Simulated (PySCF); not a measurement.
## Identify the compound

Molecular formula: C6H11FO2Si. Simulated spectra:

¹H NMR (400 MHz, computed): δ 6.42 (m, 1H), 5.90 (m, 1H), 5.83 (m, 1H), 5.15 (m, 1H), 4.90 (m, 1H), 4.48 (m, 1H), 4.38 (m, 1H), 4.35 (m, 1H), 1.60 (s, 3H).

¹³C{¹H} NMR (computed): δ 148.6 (CH), 122.5 (CH2), 95.3 (CH), 81.4 (C), 66.0 (CH2), 30.3 (CH3).

[PySCF: GFN2-xTB geometry; shielding tensors at PBE0/pcSseg-1 (GIAO); equivalent nuclei averaged; relativity neglected; a single conformation; isolated molecule]

Scale: ¹H, ¹³C vs TMS (reference shieldings calculated alike).

What is the structure?

Answers


1. Rings plus π bonds: 2 (1 ring in the answer).
2. 6 carbon signals for 6 carbons: no two carbons are equivalent.
3. Carbon types of the structure: 1 × C, 2 × CH, 2 × CH2, 1 × CH3, leaving 2 H on heteroatoms.
4. δC 148.6: alkene CH; an sp2 carbon of a C=C bond.
5. δC 122.5: terminal =CH2 carbon; an sp2 carbon of a C=C bond.
6. δC 95.3: sp3 CH bonded to F; deshielded by the electronegative neighbour.
7. δC 81.4: allylic fully substituted sp3 carbon bonded to O; pulled downfield by the heteroatom.
8. δC 66.0: sp3 CH2 bonded to O; deshielded by the electronegative neighbour.
9. δH 6.42: hydrogen on an alkene CH; a vinylic proton, deshielded by the sp2 carbon and the C=C anisotropy.
10. δH 5.90, 5.83: hydrogen on a terminal =CH2 carbon; olefinic region.

These data were computed for SMILES C[C@]1(C=C)O[SiH2]OC[C@H]1F.

This is the structure that produced the data.

Splittings by ¹⁹F in the carbon and heteronuclear signals aren't shown, as no couplings were computed. Shifts are as computed. Against solution values, carbons near 30 ppm lie about +3 ppm off and those near 130 ppm about +5 ppm. Of 1211 compounds with measured shifts, 218 miss one by over three times the rms of a fit or turn the order of signals round; such compounds aren't used in these exercises. No couplings were computed; multiplicities are counted from neighbouring protons, with m where these are inequivalent, close in shift, in a saturated or five-membered ring or joined by F or P, and br s for small geminal =CH2 splittings.
